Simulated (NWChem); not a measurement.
# Total energies of CF₂

```
C
F 1 1.2986
F 1 1.2986 2 104.83
```
Charge 0, spin multiplicity 1.

All runs are NWChem calculations. All single points use one geometry, from B3LYP/def2-SVP, a minimum by its harmonic frequencies.

Basis set: 6-311G** (54 functions).

```
method   total energy (Ha)
-------  -----------------
RHF             -236.72406
MP2             -237.24867
B2PLYP          -237.59653
PBE             -237.53347
B3LYP           -237.76493
PBE0            -237.52761
CCSD(T)         -237.27461
```

Total energies of different functionals aren't comparable as a measure of quality: only differences taken within one method are. 

The correlated methods keep 3 core orbitals frozen. B3LYP has NWChem's definition, with VWN1-RPA local correlation. The Pople sets run with spherical d functions. The structure started from a generated list of species. No row is a measurement; the coupled-cluster row has its own basis-set and correlation limits.
